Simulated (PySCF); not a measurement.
Zr(OH)2(NH2)2 (H₆N₂O₂Zr), SMILES [OH][Zr]([NH2])([OH])[NH2], multiplicity 1.

Coordinates come from a PBE0-D3(BJ)/def2-SVP optimisation. The multiplicity is an assumed one; no other spin state was optimised. The structure was generated by enumeration; whether it is a known compound was not checked. The def2 effective core potentials stand for the cores of Zr; spin–orbit coupling is left out. One conformer was computed; it need not be the lowest.

All values below come from B3LYP/def2-TZVP run with PySCF.

Computed frontier levels, gap, dipole moment and polarisability:
```
Quantity                                                                                                       Result
---------------------------------------------------------------------------------------------  ----------------------
highest occupied level                                                                                       -6.40 eV
lowest empty level                                                                                           -0.33 eV
orbital gap                                                                                                   6.08 eV
dipole moment                                                                                                  0.23 D
quadrupole, principal values (traceless, Buckingham form, about the centre of nuclear charge)  -2.22, -0.83, 3.05 D·Å
mean static polarisability                                                                       64.2 bohr³ (9.51 Å³)
polarisability, principal values                                                               62.4, 63.5, 66.7 bohr³
```
